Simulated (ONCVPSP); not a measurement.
**Building the ONCV potential for Zn (Z = 30) (PBE, scalar-relativistic).**

ONCVPSP 4.0.1 was run on this input:

```
# ATOM AND REFERENCE CONFIGURATION
# atsym  z   nc   nv     iexc    psfile
  Zn 30.00    3    4        4      upf
#
#   n    l    f
    1    0    2.00
    2    0    2.00
    2    1    6.00
    3    0    2.00
    3    1    6.00
    3    2   10.00
    4    0    1.00
#
# PSEUDOPOTENTIAL AND OPTIMIZATION
# lmax
    3
#
#   l,   rc,      ep,       ncon, nbas, qcut
    0    0.95    0.00    3    8   10.80
    1    1.05    0.00    5   10   13.00
    2    1.05    0.00    4    8   14.00
    3    0.80    0.08    4    7   13.70
#
# LOCAL POTENTIAL
# lloc, lpopt,  rc(5),   dvloc0
    4    5    0.75    6.00
#
# VANDERBILT-KLEINMAN-BYLANDER PROJECTORs
# l, nproj, debl
    0    2    3.40
    1    2    1.80
    2    1    0.50
    3    2    3.40
#
# MODEL CORE CHARGE
# icmod, fcfact, rcfact
    3    3.75    1.15
#
# LOG DERIVATIVE ANALYSIS
# epsh1, epsh2, depsh
   -7.00    5.00    0.04
#
# OUTPUT GRID
# rlmax, drl
    6.00    0.01
#
# TEST CONFIGURATIONS
# ncnf
    4
# nvcnf
#   n    l    f
    4
    3    0    2.00
    3    1    6.00
    3    2   10.00
    4    0    2.00
#
    4
    3    0    2.00
    3    1    6.00
    3    2   10.00
    4    0    0.00
#
    4
    3    0    2.00
    3    1    6.00
    3    2    9.00
    4    0    0.00
#
    5
    3    0    2.00
    3    1    6.00
    3    2   10.00
    4    0    0.00
    4    1    1.00
#
```

Command:

```bash
oncvpsp.x < Zn.dat > Zn.out
```

Resulting log (shortened: citation, most of the input echo, consistency checks and plot data are left out):

```
ONCVPSP  (Optimized Norm-Conservinng Vanderbilt PSeudopotential)
scalar-relativistic version 4.0.1

#   n    l    f        energy (Ha)
    1    0    2.00    -3.5042135E+02
    2    0    2.00    -4.2917341E+01
    2    1    6.00    -3.7247401E+01
    3    0    2.00    -5.1044980E+00
    3    1    6.00    -3.4208108E+00
    3    2   10.00    -7.2618666E-01
    4    0    1.00    -5.1441851E-01

Reference configufation results
  iterations    28
  all-electron total energy (Ha)   -1.79565534D+03

Begin loop to  construct optimized pseudo wave functions
and semi-local pseudopoentials for all angular momenta

Calculating optimized projector #   1

 for l=   0

    Fraction of norm inside rc  0.859116
    Optimizing pswf for qcut=  10.82 a_B^-1,  ecut=  58.55 Ha
    Residual kinetic energy error=  5.95D-05 Ha

    Energy error per electron        Cutoff
         Ha          eV             Ha
         0.01000     0.27211       36.93
         0.00100     0.02721       47.25
         0.00010     0.00272       56.00
         0.00001     0.00027      222.36

Calculating optimized projector #   2

 for l=   0

    Fraction of norm inside rc  0.032307
    Optimizing pswf for qcut=  10.82 a_B^-1,  ecut=  58.55 Ha
    Residual kinetic energy error=  1.75D-05 Ha

    Energy error per electron        Cutoff
         Ha          eV             Ha
         0.01000     0.27211       23.00
         0.00100     0.02721       40.92
         0.00010     0.00272       51.78
         0.00001     0.00027       64.39

WARNING wellstate: negative energy specified for n= 4 l=  1
WARNING scattering state with energy  0.25000000
WARNING will be used for the first projector

   Wellstate for l =  1  n =  5
     eigenvalue =   0.2500
     asymptotic potential =   0.7500
     half-point radius =  5.9282

Calculating optimized projector #   1

 for l=   1

    Fraction of norm inside rc  0.877286
    Optimizing pswf for qcut=  12.99 a_B^-1,  ecut=  84.41 Ha
    Residual kinetic energy error=  5.03D-07 Ha

    Energy error per electron        Cutoff
         Ha          eV             Ha
         0.01000     0.27211       39.97
         0.00100     0.02721       50.27
         0.00010     0.00272       59.37
         0.00001     0.00027       66.86

Calculating optimized projector #   2

 for l=   1

    Fraction of norm inside rc  0.017125
    Optimizing pswf for qcut=  12.99 a_B^-1,  ecut=  84.41 Ha
    Residual kinetic energy error=  9.20D-08 Ha

    Energy error per electron        Cutoff
         Ha          eV             Ha
         0.01000     0.27211       25.21
         0.00100     0.02721       37.46
         0.00010     0.00272       48.02
         0.00001     0.00027       56.81

Calculating optimized projector #   1

 for l=   2

    Fraction of norm inside rc  0.710187
    Optimizing pswf for qcut=  13.99 a_B^-1,  ecut=  97.81 Ha
    Residual kinetic energy error=  2.99D-05 Ha

    Energy error per electron        Cutoff
         Ha          eV             Ha
         0.01000     0.27211       71.35
         0.00100     0.02721       83.05
         0.00010     0.00272       92.25
         0.00001     0.00027      159.79

   Wellstate for l =  3  n =  4
     eigenvalue =   0.0800
     asymptotic potential =   0.5800
     half-point radius = 12.9701

   Wellstate for l =  3  n =  5
     eigenvalue =   3.4800
     asymptotic potential =   3.9800
     half-point radius =  2.5927

Calculating optimized projector #   1

 for l=   3

    Fraction of norm inside rc  0.000005
    Optimizing pswf for qcut=  13.71 a_B^-1,  ecut=  93.96 Ha
    Residual kinetic energy error=  8.51D-09 Ha

    Energy error per electron        Cutoff
         Ha          eV             Ha
         0.01000     0.27211        0.78
         0.00100     0.02721        1.65
         0.00010     0.00272        4.65
         0.00001     0.00027       15.78

Calculating optimized projector #   2

 for l=   3

    Fraction of norm inside rc  0.012333
    Optimizing pswf for qcut=  13.71 a_B^-1,  ecut=  93.96 Ha
    Residual kinetic energy error=  4.66D-05 Ha

    Energy error per electron        Cutoff
         Ha          eV             Ha
         0.01000     0.27211       31.34
         0.00100     0.02721       60.30
         0.00010     0.00272       86.60
         0.00001     0.00027      110.89

Construct Vanderbilt / Kleinmman-Bylander projectors

B matrix Hermiticity error, ll=   0
   1   2    6.5747E-04

  Orthonormal projector coefficients  1.7275E+01  2.2898E+00

B matrix Hermiticity error, ll=   1
   1   2   -3.2656E-04

  Orthonormal projector coefficients  3.5873E+00 -6.3595E-01

B matrix Hermiticity error, ll=   3
   1   2    3.6707E-07

  Orthonormal projector coefficients -2.1359E+01 -4.9297E+00

Model core correction analysis
  based on d2Exc/dn_idn_j

d2excae - all-electron derivatives

   -4.412061D-02   -4.098098D-02   -3.032137D-02   -2.355321D-03
   -4.098114D-02   -3.946218D-02   -2.994384D-02   -2.847801D-03
   -3.032170D-02   -2.994403D-02   -2.795757D-02   -8.003581D-03
   -2.354922D-03   -2.847008D-03   -8.001690D-03   -4.309122D-02

d2excps - pseudofunction derivatives with no core correction

   -4.828522D-02   -4.208864D-02   -3.265905D-02   -2.838488D-03
   -4.208948D-02   -4.016810D-02   -3.278939D-02   -2.988681D-03
   -3.265959D-02   -3.278952D-02   -2.954699D-02   -8.056382D-03
   -2.837838D-03   -2.987892D-03   -8.054492D-03   -4.312971D-02

rms 2nd derivative error    1.775911E-03

rmatch, rhocmatch    0.3363   89.3546

Teter function model core charge with specified parameters

d2excps - pseudofunction derivatives with core correction

   -4.184246D-02   -4.006623D-02   -3.234907D-02   -2.333931D-03
   -4.006626D-02   -3.920036D-02   -3.254615D-02   -2.831816D-03
   -3.234922D-02   -3.254628D-02   -2.942048D-02   -8.033526D-03
   -2.333521D-03   -2.831021D-03   -8.031637D-03   -4.309023D-02

rms 2nd derivative error    1.388384E-03

Pseudoatom total energy -224.234451

Diagnostic tests using Vanderbilt-Kleinman-Bylander pseudopotentials
  1 or more projectors used as specified by nproj input data

   l    rcore       rmatch      e in        delta e   norm test  slope test

   0   0.9522510   0.9811634  -5.1044980   0.0000974   1.0002641   1.0002953
   0   0.9522510   0.9811634  -0.5144185   0.0000158   1.0001040   1.0000911

   1   1.0541857   1.0861931  -3.4208108  -0.0000035   1.0002307   1.0002521
   1   1.0541857   1.0861931   0.2500000   0.0000440   1.0004441   1.0004441

   2   1.0541857   1.0861931  -0.7261867  -0.0000066   0.9999988   1.0000130

   3   0.8005897   0.8248974   0.0800000   0.0002968   1.0001740   1.0001740
   3   0.8005897   0.8248974   3.4800000   0.0004823   1.0002554   1.0002554

 Testing for bound ghosts
   n   l    E NL Schr. Eq   E Basis Diag.   E Cutoff

   1   0       -5.104401       -5.104455    290.19
   2   0       -0.514403       -0.101070    290.19

   2   1       -3.420814       -3.420742    450.72

   3   2       -0.726193       -0.717628    232.24

   4   3       -0.032773        2.572983    454.63

 Testing for highly-localized positive-energy ghosts
       l    <radius>/rc     E Basis Diag.   E Cutoff

Test configuration 0

   n   l     f        eae           eps        diff
   1   0  2.0000 -350.42135238
   2   0  2.0000  -42.91734076
   2   1  6.0000  -37.24740084
   3   0  2.0000   -5.10449800   -5.10440056    9.74D-05
   3   1  6.0000   -3.42081080   -3.42081432   -3.52D-06
   3   2 10.0000   -0.72618666   -0.72619321   -6.56D-06
   4   0  1.0000   -0.51441851   -0.51440267    1.58D-05

    Total energies and differences
      AE_ref= -1.79565534D+03  AE_tst= -1.79565534D+03  dif=  0.00D+00
      PS_ref= -2.24234451D+02  PS_tst= -2.24234451D+02  dif=  0.00D+00
      PSP excitation error=  0.00D+00

Test configuration 1

   n   l     f        eae           eps        diff
   1   0  2.0000 -350.06445616
   2   0  2.0000  -42.56792348
   2   1  6.0000  -36.89736575
   3   0  2.0000   -4.74920109   -4.74930456   -1.03D-04
   3   1  6.0000   -3.06498485   -3.06525164   -2.67D-04
   3   2 10.0000   -0.37265387   -0.37256132    9.26D-05
   4   0  2.0000   -0.21971926   -0.21974310   -2.38D-05

    Total energies and differences
      AE_ref= -1.79565534D+03  AE_tst= -1.79601874D+03  dif= -3.63D-01
      PS_ref= -2.24234451D+02  PS_tst= -2.24597899D+02  dif= -3.63D-01
      PSP excitation error=  4.67D-05

Test configuration 2

   n   l     f        eae           eps        diff
   1   0  2.0000 -350.83756540
   2   0  2.0000  -43.32207430
   2   1  6.0000  -37.65307431
   3   0  2.0000   -5.51656336   -5.51632380    2.40D-04
   3   1  6.0000   -3.83325218   -3.83296993    2.82D-04
   3   2 10.0000   -1.13393886   -1.13413110   -1.92D-04

    Total energies and differences
      AE_ref= -1.79565534D+03  AE_tst= -1.79497759D+03  dif=  6.78D-01
      PS_ref= -2.24234451D+02  PS_tst= -2.23556690D+02  dif=  6.78D-01
      PSP excitation error= -8.74D-06

Test configuration 3

   n   l     f        eae           eps        diff
   1   0  2.0000 -351.62881192
   2   0  2.0000  -44.13272502
   2   1  6.0000  -38.46184034
   3   0  2.0000   -6.28704514   -6.28999524   -2.95D-03
   3   1  6.0000   -4.59603184   -4.59836169   -2.33D-03
   3   2  9.0000   -1.86385530   -1.86425418   -3.99D-04

    Total energies and differences
      AE_ref= -1.79565534D+03  AE_tst= -1.79348800D+03  dif=  2.17D+00
      PS_ref= -2.24234451D+02  PS_tst= -2.22066588D+02  dif=  2.17D+00
      PSP excitation error= -5.23D-04

Test configuration 4

   n   l     f        eae           eps        diff
   1   0  2.0000 -350.48922911
   2   0  2.0000  -42.98114399
   2   1  6.0000  -37.31139262
   3   0  2.0000   -5.17234437   -5.17228287    6.15D-05
   3   1  6.0000   -3.48873551   -3.48867824    5.73D-05
   3   2 10.0000   -0.79188473   -0.79197914   -9.44D-05
   4   1  1.0000   -0.31912637   -0.31910371    2.27D-05

    Total energies and differences
      AE_ref= -1.79565534D+03  AE_tst= -1.79542293D+03  dif=  2.32D-01
      PS_ref= -2.24234451D+02  PS_tst= -2.24002032D+02  dif=  2.32D-01
      PSP excitation error= -5.88D-06
```

The run took about 4 s on one core of a shared server CPU.
